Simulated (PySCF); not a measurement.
A calculated (PBE, PySCF 2.14, ANO-RCC-VTZP, scalar relativity by spin-free X2C-1e) atom or ion has these occupied shells.

| shell | electrons | orbital energy (eV) | rms radius, mean of both spins (bohr) |
| --- | --- | --- | --- |
| 1s α | 1 | -8245.1 | 0.0624 |
| 1s β | 1 | -8245.1 | 0.0624 |
| 2s α | 1 | -1022.3 | 0.266 |
| 2s β | 1 | -1020.4 | 0.266 |
| 2p α | 3 | -885.13 | 0.238 |
| 2p β | 3 | -883.74 | 0.238 |
| 3s α | 1 | -151.97 | 0.791 |
| 3s β | 1 | -148.05 | 0.791 |
| 3p α | 3 | -112.10 | 0.835 |
| 3p β | 3 | -108.26 | 0.835 |
| 3d α | 5 | -48.423 | 1.01 |
| 3d β | 2 | -45.691 | 1.01 |

Problem. Name the element and its charge.

Solution. Ni³⁺ (nickel, charge +3), in [Ar] 3d7, high-spin 4F determinant.
